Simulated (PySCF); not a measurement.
Method: PBE-D3(BJ)/def2-TZVP // PBE0-D3(BJ)/def2-TZVP (PySCF). All species are isolated molecules in the gas phase. 

Reference species (SMILES): `N#C[C][SiH3]` (lower triplet) (neutral, multiplicity 3).

highest occupied spin orbital: -6.46 eV
dipole moment: 3.41 D

Changed species: `C#C[C][SiH3]` (lower triplet) (X = ethynyl, multiplicity 3; the reference has X = cyano, multiplicity 3).

**Question.** Give the shifts of the highest occupied spin orbital and dipole moment.

**Answer.** the highest occupied spin orbital rises by 1.09 eV, to -5.37 eV; the dipole moment drops by 2.82 D, to 0.59 D.
